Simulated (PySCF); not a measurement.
PrF3(NH3) at several levels of theory

Computed with PySCF 2.14.0 (density fitting, no spin-orbit coupling) at the geometry relaxed with PBE0:

```xyz
8
PrF3(NH3) (singlet in the valence; each metal's 4f electrons, 2 of them, lie in its core potential, out of spins and levels)
Pr    0.1205   -0.1205    0.1205
F     1.1396    1.4300    1.1396
F    -1.4300   -1.1396    1.1396
F     1.1396   -1.1396   -1.4300
N    -1.4088    1.4088   -1.4088
H    -2.0195    2.0195   -0.8630
H    -0.8630    2.0195   -2.0195
H    -2.0195    0.8630   -2.0195
```

```csv
level,basis,state,HOMO (eV),gap (eV),charge on Pr1 (e),population of f-type functions on Pr1 (polarisation alone where 4f lies in the core),dipole about the centre of mass (D),largest force component (eV/Å)
PBE0,"Pr lcecp-1-SVP with ECP48, F def2-SVP, N def2-SVP, H def2-SVP",singlet,-9.11,8.29,1.23,0.12,5.91,0.01
TPSSh,the same,singlet,-8.03,7.00,1.18,0.11,5.84,0.12
revPBE,the same,singlet,-7.12,5.67,1.01,0.11,5.77,0.26
```

In the lcecp rows the 4f levels are missing from HOMO and gap, and the state counts the valence alone.

Charges are Mulliken's, which hang on the basis. The relaxation used the grid (50, 194), these runs (75, 302) or, all-electron (x2c bases, spin-free X2C Hamiltonian), (99, 590).

Task: What does PBE0 with Pr lcecp-1-TZVP with ECP48, F def2-TZVP, N def2-TZVP, H def2-TZVP give here?

Result: state singlet, HOMO (eV) -9.32, gap (eV) 8.32, charge on Pr1 (e) 1.64, population of f-type functions on Pr1 (polarisation alone where 4f lies in the core) 0.15, dipole about the centre of mass (D) 5.88, largest force component (eV/Å) 0.22. Time: 14 s on 2 threads of Arm Neoverse V2 (shared host), from free ions and atoms.

In the first row's basis the gap widens with exact exchange: 5.7 eV for revPBE (none); 7.0 to 8.3 eV for TPSSh, PBE0 (a fixed share).

An lcecp potential fixes the number of 4f electrons, so in runs with it no electron can move into or out of that shell.
